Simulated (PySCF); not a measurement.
Species: [GaCl4]- (charge -1).
Cartesian coordinates in Å at the PBE0-D3(BJ)/def2-SVP level; atoms count from 1:
```
atom  x, y, z in Å
Ga1   -0.0040    0.0004    0.0043
Cl2   -0.0079   -0.0241    2.2108
Cl3    2.0764    0.0091   -0.7203
Cl4   -1.0369    1.8091   -0.7256
Cl5   -1.0276   -1.7945   -0.7692
```

Level of theory: PBE0-D3(BJ)/def2-SVP geometry optimisation, gas phase (PySCF 2.14.0).

(1) Which atoms are bound to Ga1, and at what distances?

(2) List the angles at Ga1.

(3) What is the shape at Ga1?

(4) What are the rotational constants (commonest isotopes, rigid rotor)?

Results:

(1) 4 atoms: Cl3 2.203 Å, Cl5 2.206 Å, Cl2 2.207 Å, Cl4 2.207 Å.

(2) 
```
      angle  degrees  distance of the outer atoms (Å)
Cl2–Ga1–Cl5    109.9                             3.61
Cl2–Ga1–Cl4    109.8                             3.61
Cl4–Ga1–Cl5    109.5                             3.60
Cl2–Ga1–Cl3    109.3                             3.60
Cl3–Ga1–Cl4    109.3                             3.60
Cl3–Ga1–Cl5    109.0                             3.59
```

(3) Tetrahedral: angles from 109.0° to 109.9°; τ4 = (360° − α − β)/141° = 0.99 with α and β the two widest (0 for a square, 1 for a tetrahedron). Differences among atoms that Td makes equivalent are scatter left by the optimiser.

(4) A = 1118, B = 1115, C = 1109 MHz: a spherical top.

Point group: Td (every atom within 0.08 Å of its image). Charge -1, singlet. No frequency check.
